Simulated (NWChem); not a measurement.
System: CH₇BO₂Si; SMILES CB(O)O[SiH3]

NWChem input:

```
start job
memory heap 200 mb stack 900 mb global 1100 mb
geometry units angstroms noautoz
  B     -0.048786     0.931589     0.000767
  C     -0.971131     2.213628    -0.000663
  H     -2.037846     1.952125     0.007150
  H     -0.779461     2.838394    -0.889563
  H     -0.768699     2.849972     0.877499
  O      1.315493     1.007108     0.000452
  H      1.640066     1.911366    -0.000593
  O     -0.607585    -0.311684     0.001828
  Si    -0.035146    -1.881695    -0.000403
  H      1.454616    -1.939812    -0.027509
  H     -0.585405    -2.571340    -1.202809
  H     -0.541120    -2.560925     1.227210
end
basis spherical
  B library 6-31g*
  C library 6-31g*
  H library 6-31g*
  O library 6-31g*
  Si library 6-31g*
end
dft
  xc xperdew91 perdew91
  iterations 150
  mulliken
end
task dft energy
```

NWChem printed, in part:

```
             Northwest Computational Chemistry Package (NWChem) 7.3.0
             --------------------------------------------------------

 C1  symmetry detected

                             Geometry "geometry" -> ""
                             -------------------------

 Output coordinates in angstroms (scale by  1.889725989 to convert to a.u.)

  No.       Tag          Charge          X              Y              Z
 ---- ---------------- ---------- -------------- -------------- --------------
    1 B                    5.0000     0.03409771     0.93849452     0.00067607
    2 C                    6.0000    -0.84620573     2.24975738    -0.00070443
    3 H                    1.0000    -1.92083618     2.02296916     0.00718566
    4 H                    1.0000    -0.63444688     2.86797403    -0.88962485
    5 H                    1.0000    -0.62319187     2.87921320     0.87743627
    6 O                    8.0000     1.40010769     0.96975107     0.00026542
    7 H                    1.0000     1.75382135     1.86301293    -0.00081242
    8 O                    8.0000    -0.56470794    -0.28601181     0.00179003
    9 Si                  14.0000    -0.04346142    -1.87375326    -0.00046289
   10 H                    1.0000     1.44363198    -1.98013022    -0.02767173
   11 H                    1.0000    -0.61586986    -2.54521031    -1.20282281
   12 H                    1.0000    -0.57110089    -2.53621412     1.22719299

 Effective nuclear repulsion energy (a.u.)     219.2614672926

  perdew91 is a nonlocal functional; adding pw91lda local functional.

                                 NWChem DFT Module
                                 -----------------

 Summary of "ao basis" -> "ao basis" (spherical)
 ------------------------------------------------------------------------------
       Tag                 Description            Shells   Functions and Types
 ---------------- ------------------------------  ------  ---------------------
 B                           6-31g*                  6       14   3s2p1d
 C                           6-31g*                  6       14   3s2p1d
 H                           6-31g*                  2        2   2s
 O                           6-31g*                  6       14   3s2p1d
 Si                          6-31g*                  8       18   4s3p1d

            General Information
            -------------------
          SCF calculation type: DFT
          Wavefunction type:  closed shell.
          No. of atoms     :    12
          No. of electrons :    48
           Alpha electrons :    24
            Beta electrons :    24
          Charge           :     0
          Spin multiplicity:     1
          Use of symmetry is: off; symmetry adaption is: off
          Maximum number of iterations: 150
          AO basis - number of functions:    88
                     number of shells:    46
          Convergence on energy requested:  1.00D-06
          Convergence on density requested:  1.00D-05
          Convergence on gradient requested:  5.00D-04

              XC Information
              --------------
                 Perdew 1991   Exchange Functional  1.000
                Perdew 1991 Correlation Functional  1.000 non-local
            Perdew 1991 LDA Correlation Functional  1.000 local

             Grid Information
             ----------------
          Grid used for XC integration:  medium
          Radial quadrature: Mura-Knowles
          Angular quadrature: Lebedev.
          Tag              B.-S. Rad. Rad. Pts. Rad. Cut. Ang. Pts.
          ---              ---------- --------- --------- ---------
          B                   0.85       49          10.0       434
          C                   0.70       49          12.0       434
          H                   0.35       45          13.0       434
          O                   0.60       49          11.0       434
          Si                  1.10       88          11.0       590
          Grid pruning is: on
          Number of quadrature shells:   599
          Spatial weights used:  Erf1

      Superposition of Atomic Density Guess
      -------------------------------------

 Sum of atomic energies:        -503.99998240

      Non-variational initial energy
      ------------------------------

 Total energy =    -506.226583
 1-e energy   =   -1128.747578
 2-e energy   =     403.259527
 HOMO         =      -0.396642
 LUMO         =       0.045827

     ---------------------------------------------
      Total Density - Mulliken Population Analysis
     ---------------------------------------------

    Atom       Charge   Shell Charges
 -----------   ------   -------------------------------------------------------
    1 B    5     4.06   2.00  0.54  1.03  0.26  0.11  0.13
    2 C    6     6.95   2.00  0.72  2.11  0.70  1.39  0.02
    3 H    1     0.76   0.46  0.30
    4 H    1     0.75   0.45  0.30
    5 H    1     0.75   0.45  0.30
    6 O    8     8.89   2.00  0.93  3.13  0.89  1.93  0.01
    7 H    1     0.46   0.35  0.10
    8 O    8     8.87   2.00  0.93  3.17  0.88  1.90  0.01
    9 Si  14    13.29   2.00  2.00  5.97  0.93  1.51  0.30  0.42  0.17
   10 H    1     1.07   0.47  0.60
   11 H    1     1.08   0.47  0.60
   12 H    1     1.08   0.47  0.60

   convergence    iter        energy       DeltaE   RMS-Dens  Diis-err
 ---------------- ----- ----------------- --------- --------- ---------
 d= 0,ls=0.0,diis     1   -507.0025837566 -7.26D+02  1.84D-02  9.30D-01
 d= 0,ls=0.0,diis     2   -506.8572268190  1.45D-01  1.16D-02  2.56D+00
 d= 0,ls=0.0,diis     3   -507.1022834185 -2.45D-01  2.42D-03  7.54D-02
 d= 0,ls=0.0,diis     4   -507.1069360531 -4.65D-03  1.15D-03  2.65D-02
 d= 0,ls=0.0,diis     5   -507.1094259579 -2.49D-03  3.28D-04  2.06D-03
  Resetting Diis
 d= 0,ls=0.0,diis     6   -507.1096214607 -1.96D-04  9.45D-05  1.16D-04
 d= 0,ls=0.0,diis     7   -507.1096358522 -1.44D-05  4.30D-05  6.15D-06
 d= 0,ls=0.0,diis     8   -507.1096350718  7.80D-07  2.57D-05  1.22D-05
 d= 0,ls=0.0,diis     9   -507.1096366468 -1.57D-06  3.76D-06  2.26D-07
 d= 0,ls=0.0,diis    10   -507.1096366689 -2.21D-08  1.13D-06  3.06D-08

         Total DFT energy =     -507.109636668925
      One electron energy =    -1133.654329585203
           Coulomb energy =      457.495585601136
    Exchange-Corr. energy =      -50.212359977457
 Nuclear repulsion energy =      219.261467292600

 Numeric. integr. density =       48.000000073236

                       DFT Final Molecular Orbital Analysis
                       ------------------------------------

 Vector   22  Occ=2.000000D+00  E=-2.832131D-01
              MO Center=  2.1D-01,  9.3D-02, -7.6D-03, r^2= 4.5D+00
   Bfn.  Coefficient  Atom+Function         Bfn.  Coefficient  Atom+Function
  ----- ------------  ---------------      ----- ------------  ---------------
    53      0.289198   8 O  px               38      0.256779   6 O  py
    57      0.201484   8 O  px               84     -0.198880  10 H  s
    17     -0.197735   2 C  px               37     -0.182112   6 O  px
     4     -0.178125   1 B  py               42      0.172231   6 O  py
    71     -0.163906   9 Si px               40     -0.158101   6 O  s

 Vector   23  Occ=2.000000D+00  E=-2.594922D-01
              MO Center=  9.1D-02, -4.4D-01,  1.2D-02, r^2= 3.6D+00
   Bfn.  Coefficient  Atom+Function         Bfn.  Coefficient  Atom+Function
  ----- ------------  ---------------      ----- ------------  ---------------
    55      0.428804   8 O  pz               39     -0.373780   6 O  pz
    59      0.328203   8 O  pz               43     -0.281576   6 O  pz
    88     -0.198942  12 H  s                86      0.192233  11 H  s
    73     -0.151407   9 Si pz               87     -0.142904  12 H  s
    85      0.138798  11 H  s                79      0.075249   9 Si d -1

 Vector   24  Occ=2.000000D+00  E=-2.563059D-01
              MO Center= -1.8D-02,  2.4D-01, -9.0D-03, r^2= 3.9D+00
   Bfn.  Coefficient  Atom+Function         Bfn.  Coefficient  Atom+Function
  ----- ------------  ---------------      ----- ------------  ---------------
    53      0.361075   8 O  px               57      0.246729   8 O  px
    37      0.239858   6 O  px               18     -0.236745   2 C  py
    20      0.210290   2 C  s                84     -0.197338  10 H  s
    22     -0.186608   2 C  py               71     -0.164668   9 Si px
     3     -0.159869   1 B  px               41      0.159062   6 O  px

 Vector   25  Occ=0.000000D+00  E=-4.988632D-03
              MO Center=  2.2D-02, -1.8D+00, -1.1D-03, r^2= 4.9D+00
   Bfn.  Coefficient  Atom+Function         Bfn.  Coefficient  Atom+Function
  ----- ------------  ---------------      ----- ------------  ---------------
    76      1.083426   9 Si py               56     -0.482605   8 O  s
    20     -0.468223   2 C  s                 8      0.339449   1 B  py
    72      0.326236   9 Si py               58      0.219732   8 O  py
    50      0.211750   7 H  s                74      0.205379   9 Si s
    86      0.201877  11 H  s                88      0.201800  12 H  s

 Vector   26  Occ=0.000000D+00  E= 2.048804D-02
              MO Center= -3.1D-02,  9.4D-01, -5.4D-04, r^2= 3.0D+00
   Bfn.  Coefficient  Atom+Function         Bfn.  Coefficient  Atom+Function
  ----- ------------  ---------------      ----- ------------  ---------------
     5      0.547823   1 B  pz                9      0.542159   1 B  pz
    32      0.417246   4 H  s                34     -0.416599   5 H  s
    43     -0.276026   6 O  pz               39     -0.250553   6 O  pz
    88      0.251405  12 H  s                77     -0.246748   9 Si pz
    86     -0.240740  11 H  s                23      0.224928   2 C  pz

 Vector   27  Occ=0.000000D+00  E= 4.837432D-02
              MO Center=  1.2D+00,  1.7D+00,  2.6D-04, r^2= 4.7D+00
   Bfn.  Coefficient  Atom+Function         Bfn.  Coefficient  Atom+Function
  ----- ------------  ---------------      ----- ------------  ---------------
    50      1.273973   7 H  s                40     -0.823360   6 O  s
    20     -0.772140   2 C  s                30      0.461279   3 H  s
    42     -0.437777   6 O  py               32      0.340892   4 H  s
    34      0.336670   5 H  s                76     -0.319958   9 Si py
    38     -0.284335   6 O  py                6      0.258454   1 B  s

     ---------------------------------------------
      Total Density - Mulliken Population Analysis
     ---------------------------------------------

    Atom       Charge   Shell Charges
 -----------   ------   -------------------------------------------------------
    1 B    5     4.53   2.00  0.52  1.45  0.18  0.25  0.14
    2 C    6     6.66   2.00  0.66  2.14  0.69  1.15  0.02
    3 H    1     0.82   0.52  0.31
    4 H    1     0.84   0.51  0.32
    5 H    1     0.84   0.51  0.32
    6 O    8     8.53   2.00  0.90  2.95  0.91  1.74  0.02
    7 H    1     0.60   0.48  0.12
    8 O    8     8.45   2.00  0.89  2.97  0.90  1.69  0.01
    9 Si  14    13.57   2.00  2.00  5.96  0.99  1.83  0.25  0.32  0.22
   10 H    1     1.04   0.51  0.54
   11 H    1     1.06   0.51  0.55
   12 H    1     1.06   0.51  0.55

     -------------------------------------------
      Total Density - Lowdin Population Analysis
     -------------------------------------------

    Atom       Charge   Shell Charges
 -----------   ------   -------------------------------------------------------
    1 B    5     5.13   1.97  0.41  1.31  0.31  0.78  0.35
    2 C    6     6.47   1.99  0.55  1.93  0.45  1.50  0.04
    3 H    1     0.85   0.48  0.36
    4 H    1     0.85   0.48  0.37
    5 H    1     0.85   0.48  0.37
    6 O    8     8.24   1.99  0.83  2.78  0.66  1.94  0.04
    7 H    1     0.67   0.45  0.22
    8 O    8     8.19   1.99  0.81  2.79  0.62  1.95  0.03
    9 Si  14    13.65   2.00  1.98  5.88  0.69  1.65  0.38  0.78  0.30
   10 H    1     1.03   0.50  0.54
   11 H    1     1.04   0.50  0.54
   12 H    1     1.04   0.50  0.54

     Multipole analysis of the density
     ---------------------------------

     L   x y z        total         alpha         beta         nuclear
     -   - - -        -----         -----         ----         -------
     0   0 0 0     -0.000000    -24.000000    -24.000000     48.000000

     1   1 0 0      0.271009      0.135504      0.135504      0.000000
     1   0 1 0      0.553939      0.276969      0.276969      0.000000
     1   0 0 1     -0.002363     -0.001181     -0.001181      0.000000

     2   2 0 0    -28.764873    -73.140965    -73.140965    117.517058
     2   1 1 0      2.045865      4.671120      4.671120     -7.296375
     2   1 0 1     -0.001500     -0.002936     -0.002936      0.004372
     2   0 2 0    -24.158302   -249.578398   -249.578398    474.998495
     2   0 1 1     -0.004322      0.005867      0.005867     -0.016055
     2   0 0 2    -28.340627    -22.231928    -22.231928     16.123229
```

Level: PW91/6-31G* (spherical d). Geometry: optimised at PBE0/def2-SVP. Not confirmed as a minimum by frequencies.
